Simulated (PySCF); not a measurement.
aminoborane (BH4N), SMILES BN. Geometry optimised at B3LYP-D3(BJ)/def2-TZVP.

Q: Give the equilibrium geometry at B3LYP-D3(BJ)/def2-TZVP (PySCF confirms it by a frequency run) as Cartesian coordinates in Å, and its point group. (An estimate is asked for; the answer gives what the named calculation found.)

A: point group C2v.
```xyz
6

B      0.0000     0.0000    -0.7773
N      0.0000     0.0000     0.6103
H      0.0000    -1.0429    -1.3562
H      0.0000     1.0429    -1.3562
H      0.0000     0.8414     1.1633
H      0.0000    -0.8414     1.1633
```
Charge 0, spin multiplicity 1.
